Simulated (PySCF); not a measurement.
Vertical excitation energies

CH5NSSi.
SMILES: `[SiH2](/C=N\[H])S`

Method used: TDDFT CAM-B3LYP/def2-SVPD, vertical, gas phase, core orbitals frozen in the response (PySCF). The structure is a single PBE0-D3(BJ)/def2-SVP conformer in the gas phase; no vibrational or solvent corrections. Torsions of this conformer, `[H]/[N:1]=[CH:2]\[SiH2:3][SH:4]`: N1–C2–Si3–S4 -124°, H–S4–Si3–C2 59°.

```csv
state,E (eV),ν̃ (cm⁻¹),f,"main configurations (H = HOMO, L = LUMO)"
S1,4.26,34390,0.0011,"H→L (76%), H-1→L (15%)"
S2,5.90,47590,0.029,"H-1→L (69%), H→L (18%)"
S3,6.12,49350,0.0008,"H→L+1 (48%), H-1→L+1 (28%)"
S4,6.66,53710,0.0081,H→L+2 (73%)
S5,6.89,55570,0.0045,"H→L+1 (33%), H→L+3 (24%), H-1→L+1 (15%)"
S6,7.23,58300,0.0078,"H-1→L+2 (61%), H-1→L+1 (11%), H→L+4 (9%)"
S7,7.36,59340,0.011,"H→L+3 (22%), H-2→L (21%), H-1→L+1 (20%)"
S8,7.56,61010,0.021,"H→L+7 (28%), H→L+6 (20%), H→L+3 (16%)"
S9,7.66,61760,0.118,"H-2→L (40%), H-1→L+3 (23%)"
S10,7.81,62980,0.021,"H→L+4 (34%), H-1→L+3 (33%)"
```

Triplets (Tamm–Dancoff): T1 3.44 eV, H→L (71%), H-1→L (18%); T2 4.78 eV, H-2→L (49%), H-4→L (17%), H-3→L (15%); T3 5.58 eV, H-1→L (48%), H→L (18%), H→L+1 (11%); T4 5.71 eV, H→L+1 (29%), H-1→L+1 (25%).

The lowest singlet comes at 291 nm (411 kJ/mol) in the ultraviolet; it is very weak; its leading configuration is HOMO→LUMO (76%). The strongest level in the table is S9 at 7.66 eV (162 nm, f = 0.118). Löwdin shares by element: HOMO nitrogen 32%, sulfur 28%, carbon 16%, silicon 10%; LUMO nitrogen 31%, carbon 28%, silicon 15%, sulfur 12%. Of the 10 states listed, 5 reach f = 0.01 and none stays under 0.0005. The oscillator strengths of these states sum to 0.223; summed over the whole spectrum of an exact calculation they would give the number of electrons, 48 (Thomas–Reiche–Kuhn). Weighted by f, the mean energy of these states is 7.33 eV. The vertical ionisation energy (ΔSCF) is 9.62 eV, 1.81 eV above S10. Only the lowest 10 singlets were computed, as vertical energies without vibronic structure.
